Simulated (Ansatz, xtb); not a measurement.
Relative energy of two structures of CH4NSn−

We compare X, a singlet given by its coordinates, with Y, `[H]/[N]=[Sn-]\[CH3]`, a singlet. Both are isolated ions in the gas phase, relaxed with PBE0-D3(BJ)/def2-SVPD.

X (Å):

```xyz
7

C     0.8580   -0.1743    0.2113
N     1.2421   -0.7323    1.2977
Sn   -1.0916    0.8492   -0.2585
H     0.4590   -0.7471    1.9605
H    -1.5346   -0.3975   -1.4753
H     1.6538   -0.1229   -0.5678
H    -1.8942   -0.0357    1.0907
```

Close contacts (Å): C1–N2 1.28, C1–Sn3 2.25, C1–H6 1.11, N2–H4 1.03, Sn3–H5 1.80, Sn3–H7 1.80.

Y (Å):

```yaml
atoms:
  - { symbol: C, position_ang: [0.1220, 0.1025, 0.3967] }
  - { symbol: N, position_ang: [-2.2178, 0.2606, -1.9678] }
  - { symbol: Sn, position_ang: [-2.0781, -0.3151, -0.0754] }
  - { symbol: H, position_ang: [0.6501, -0.8198, 0.6993] }
  - { symbol: H, position_ang: [0.2245, 0.8248, 1.2267] }
  - { symbol: H, position_ang: [0.6293, 0.5184, -0.4908] }
  - { symbol: H, position_ang: [-1.3001, 0.6014, -2.2865] }
```

Energies in hartree; the thermal terms are from PBE0-D3(BJ)/def2-SVPD harmonic frequencies (ideal gas, rigid rotor, one conformer each, 298.15 K, 1 atm) and include the zero-point energy:

|  | X | Y |
| --- | --- | --- |
| E, CCSD(T)/def2-SVPD | −308.389011 | −308.397821 |
| E, MP2/def2-SVPD | −308.331780 | −308.351112 |
| E, MP2/def2-TZVPPD | −308.716433 | −308.740845 |
| zero-point energy | 0.041314 | 0.046462 |
| H(298 K) − E | 0.047306 | 0.052731 |
| G(298 K) − E | 0.012444 | 0.016792 |

Question: Correct the CCSD(T) difference for the basis set by the MP2 change, then work out ΔE, ΔE₀, ΔH and ΔG for X → Y in kcal/mol (1 Eh = 627.51 kcal/mol) and the equilibrium ratio [Y]/[X].

Answer: 1. Differences Y − X: CCSD(T) −0.008810, MP2 in the small set −0.019332, MP2 in the large set −0.024412 Eh.
2. ΔE = −0.008810 + (−0.024412 − (−0.019332)) = −0.013890 Eh = −8.72 kcal/mol.
3. ΔE₀ = ΔE + ΔZPE = −0.013890 + (+0.005148) Eh = −5.49 kcal/mol.
4. ΔH = ΔE + (+0.005425) Eh = −5.31 kcal/mol.
5. ΔG = ΔE + (+0.004348) Eh = −5.99 kcal/mol, so ΔS = (ΔH − ΔG)/T = +9.5 J/(mol K).
6. kT = 0.9442 mEh, so K = [Y]/[X] = exp(−ΔG/kT) = exp(+10.11) ≈ 2.4 × 10^4.

Structure Y is favoured at this temperature. An error of 1 kcal/mol in ΔG would change K by a factor of 5.4. The basis-set step is large, which makes the value less sure. GFN2-xTB, HF/STO-3G, r2SCAN-D4/def2-SVPD, HF/def2-SVPD gave ΔE the other sign. Mirror images and further conformers aren't counted.

Other levels gave ΔE = +12.0 (GFN2-xTB); +19.1 (HF/STO-3G, GFN2-xTB geometries); +1.6 (r2SCAN-D4/def2-SVPD, GFN2-xTB geometries); −0.6 (PBE0-D3(BJ)/def2-SVPD); +9.8 (HF/def2-SVPD); −12.1 (MP2/def2-SVPD); −5.5 (CCSD(T)/def2-SVPD) kcal/mol. The correlated steps freeze 6 core orbitals; the filled d shell of Sn is correlated, in a basis made for valence electrons. Atoms past krypton carry core potentials in the def2 sets, without spin–orbit terms. Programs: Ansatz 0.2.0, xtb 6.7.1.
